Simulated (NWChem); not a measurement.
System: HfO₂; SMILES [Hf](=[O])=[O]

The following NWChem deck was run.

```
start job
memory heap 200 mb stack 900 mb global 1100 mb
geometry units angstroms
  Hf     0.090316    -0.077774     0.091833
  O      0.631232     0.651952    -1.443782
  O     -1.638803     0.215695     0.419290
end
basis spherical
  Hf library def2-svp
  O library def2-svp
end
ecp
  Hf library def2-ecp
end
dft
  xc xpbe96 cpbe96
  iterations 150
end
driver
  maxiter 150
  tight
end
task dft optimize
```

Excerpt of the output:

```
             Northwest Computational Chemistry Package (NWChem) 7.3.0
             --------------------------------------------------------

 C2V symmetry detected

                             Geometry "geometry" -> ""
                             -------------------------

 Output coordinates in angstroms (scale by  1.889725989 to convert to a.u.)

  No.       Tag          Charge          X              Y              Z
 ---- ---------------- ---------- -------------- -------------- --------------
    1 Hf                  72.0000     0.00000000     0.00000000     0.17995408
    2 O                    8.0000     1.48445414     0.00000000    -0.80979338
    3 O                    8.0000    -1.48445414     0.00000000    -0.80979338

 Effective nuclear repulsion energy (a.u.)     353.0887875061

      Symmetry information
      --------------------

 Group name             C2v
 Group number             16
 Group order               4
 No. of unique centers     2

                                Z-matrix (autoz)
                                --------

 Units are Angstrom for bonds and degrees for angles

      Type          Name      I     J     K     L     M      Value
      ----------- --------  ----- ----- ----- ----- ----- ----------
    1 Stretch                  1     2                       1.78415
    2 Stretch                  1     3                       1.78415
    3 Bend                     2     1     3               112.61391

                           NWChem Geometry Optimization
                           ----------------------------

 maximum gradient threshold         (gmax) =   0.000015
 rms gradient threshold             (grms) =   0.000010
 maximum cartesian step threshold   (xmax) =   0.000060
 rms cartesian step threshold       (xrms) =   0.000040
 fixed trust radius                (trust) =   0.300000
 source of zmatrix                         =   autoz

          -------------------
          Energy Minimization
          -------------------

 Using diagonal initial Hessian
 Scaling for Hessian diagonals: bonds = 1.00  angles = 0.25  torsions = 0.10

          --------
          Step   0

                                 NWChem DFT Module
                                 -----------------

 Summary of "ao basis" -> "ao basis" (spherical)
 ------------------------------------------------------------------------------
       Tag                 Description            Shells   Functions and Types
 ---------------- ------------------------------  ------  ---------------------
 Hf                         def2-svp                12       32   6s3p2d1f
 O                          def2-svp                 6       14   3s2p1d

      Symmetry analysis of basis
      --------------------------

        a1         25
        a2          7
        b1         17
        b2         11

            General Information
            -------------------
          SCF calculation type: DFT
          Wavefunction type:  closed shell.
          No. of atoms     :     3
          No. of electrons :    28
           Alpha electrons :    14
            Beta electrons :    14
          Charge           :     0
          Spin multiplicity:     1
          Use of symmetry is: on ; symmetry adaption is: on
          Maximum number of iterations: 150
          AO basis - number of functions:    60
                     number of shells:    24
          Convergence on energy requested:  1.00D-06
          Convergence on density requested:  1.00D-05
          Convergence on gradient requested:  5.00D-04

              XC Information
              --------------
          PerdewBurkeErnzerhof Exchange Functional  1.000
            Perdew 1991 LDA Correlation Functional  1.000 local
           PerdewBurkeErnz. Correlation Functional  1.000 non-local

             Grid Information
             ----------------
          Grid used for XC integration:  medium
          Radial quadrature: Mura-Knowles
          Angular quadrature: Lebedev.
          Tag              B.-S. Rad. Rad. Pts. Rad. Cut. Ang. Pts.
          ---              ---------- --------- --------- ---------
          Hf                  1.55      123           9.0       590
          O                   0.60       49           8.0       434
          Grid pruning is: on
          Number of quadrature shells:   172
          Spatial weights used:  Erf1

      Superposition of Atomic Density Guess
      -------------------------------------

 Sum of atomic energies:        -201.32054803

      Non-variational initial energy
      ------------------------------

 Total energy =    -196.349776
 1-e energy   =    -419.971974
 2-e energy   =     155.267951
 HOMO         =      -0.443376
 LUMO         =      -0.146149

      Symmetry analysis of molecular orbitals - initial
      -------------------------------------------------

  Numbering of irreducible representations:

     1 a1          2 a2          3 b1          4 b2

  Orbital symmetries:

     1 a1          2 b1          3 a1          4 b1          5 a1
     6 b2          7 a1          8 b1          9 a1         10 a2
    11 b1         12 b2         13 a1         14 b1         15 a1
    16 b2         17 a1         18 b1         19 b2         20 a1
    21 a2         22 a1         23 b1         24 a1

   convergence    iter        energy       DeltaE   RMS-Dens  Diis-err
 ---------------- ----- ----------------- --------- --------- ---------
 d= 0,ls=0.0,diis     1   -197.6464317019 -2.66D+02  1.06D-01  4.03D+00
 d= 0,ls=0.0,diis     2   -182.8702473514  1.48D+01  9.41D-02  7.29D+01
 d= 0,ls=0.0,diis     3   -198.2172135083 -1.53D+01  6.25D-03  2.83D-01
 d= 0,ls=0.0,diis     4   -198.2266974986 -9.48D-03  2.05D-03  1.23D-01
 d= 0,ls=0.0,diis     5   -198.2335682989 -6.87D-03  1.60D-03  8.22D-02
  Resetting Diis
 d= 0,ls=0.0,diis     6   -198.2408343090 -7.27D-03  1.14D-03  1.67D-02
 d= 0,ls=0.0,diis     7   -198.2426396838 -1.81D-03  4.16D-04  9.92D-05
 d= 0,ls=0.0,diis     8   -198.2425681440  7.15D-05  3.32D-04  7.92D-04
 d= 0,ls=0.0,diis     9   -198.2426395784 -7.14D-05  1.06D-04  1.01D-04
 d= 0,ls=0.0,diis    10   -198.2426513208 -1.17D-05  4.88D-06  1.70D-07
 d= 0,ls=0.0,diis    11   -198.2426513421 -2.13D-08  2.73D-07  2.40D-10

         Total DFT energy =     -198.242651342080
      One electron energy =     -424.170001220919
           Coulomb energy =      180.611944726609
    Exchange-Corr. energy =      -23.038842150265
 Nuclear repulsion energy =       68.354247302494

 Numeric. integr. density =       27.999997778285

                  Occupations of the irreducible representations
                  ----------------------------------------------

[...]

      ----------------------
      Optimization converged
      ----------------------

  Step       Energy      Delta E   Gmax     Grms     Xrms     Xmax
  ---- ---------------- -------- -------- -------- -------- --------
@    4    -198.24530688 -2.2D-08  0.00000  0.00000  0.00000  0.00001
                                     ok       ok       ok       ok

                                Z-matrix (autoz)
                                --------

 Units are Angstrom for bonds and degrees for angles

      Type          Name      I     J     K     L     M      Value     Gradient
      ----------- --------  ----- ----- ----- ----- ----- ---------- ----------
    1 Stretch                  1     2                       1.79817   -0.00000
    2 Stretch                  1     3                       1.79817   -0.00000
    3 Bend                     2     1     3               105.54119   -0.00000

                         Geometry "geometry" -> "geometry"
                         ---------------------------------

 Output coordinates in angstroms (scale by  1.889725989 to convert to a.u.)

  No.       Tag          Charge          X              Y              Z
 ---- ---------------- ---------- -------------- -------------- --------------
    1 Hf                  72.0000     0.00000000     0.00000000     0.24539266
    2 O                    8.0000     1.43173590     0.00000000    -0.84251267
    3 O                    8.0000    -1.43173590     0.00000000    -0.84251267

 Effective nuclear repulsion energy (a.u.)     350.8459856533

      Symmetry information
      --------------------

 Group name             C2v
 Group number             16
 Group order               4
 No. of unique centers     2

                Final and change from initial internal coordinates
                --------------------------------------------------

                                Z-matrix (autoz)
                                --------

 Units are Angstrom for bonds and degrees for angles

      Type          Name      I     J     K     L     M      Value       Change
      ----------- --------  ----- ----- ----- ----- ----- ---------- ----------
    1 Stretch                  1     2                       1.79817    0.01401
    2 Stretch                  1     3                       1.79817    0.01401
    3 Bend                     2     1     3               105.54119   -7.07273

 ==============================================================================
                                internuclear distances
 ------------------------------------------------------------------------------
       center one      |      center two      | atomic units |  angstroms
 ------------------------------------------------------------------------------
    2 O                |   1 Hf               |     3.39804  |     1.79817
    3 O                |   1 Hf               |     3.39804  |     1.79817
 ------------------------------------------------------------------------------
                         number of included internuclear distances:          2
 ==============================================================================
```

Level: PBE/def2-SVP with def2 effective core potentials on Hf. def2 effective core potentials on Hf; no spin-orbit coupling.
